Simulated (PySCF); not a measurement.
A calculated (MN15, PySCF 2.14, Sapporo-DKH3-DZP-2012, scalar relativity by spin-free X2C-1e) atom or ion has these occupied shells.

| shell | electrons | orbital energy (eV) | rms radius, mean of both spins (bohr) |
| --- | --- | --- | --- |
| 1s α | 1 | -14172.7 | 0.0477 |
| 1s β | 1 | -14172.6 | 0.0477 |
| 2s α | 1 | -1873.6 | 0.200 |
| 2s β | 1 | -1873.2 | 0.200 |
| 2p α | 3 | -1677.4 | 0.177 |
| 2p β | 3 | -1677.3 | 0.177 |
| 3s α | 1 | -284.93 | 0.578 |
| 3s β | 1 | -284.93 | 0.578 |
| 3p α | 3 | -222.62 | 0.588 |
| 3p β | 3 | -222.52 | 0.588 |
| 3d α | 5 | -111.82 | 0.613 |
| 3d β | 5 | -111.72 | 0.613 |
| 4s α | 1 | -50.234 | 1.62 |
| 4s β | 1 | -47.026 | 1.62 |
| 4p α | 3 | -34.481 | 1.85 |
| 4p β | 1 | -32.369 | 1.85 |

**Question.** Name the element and its charge.

**Answer.** Kr²⁺ (krypton, charge +2), in [Ar] 3d10 4s2 4p4, high-spin 3P determinant.
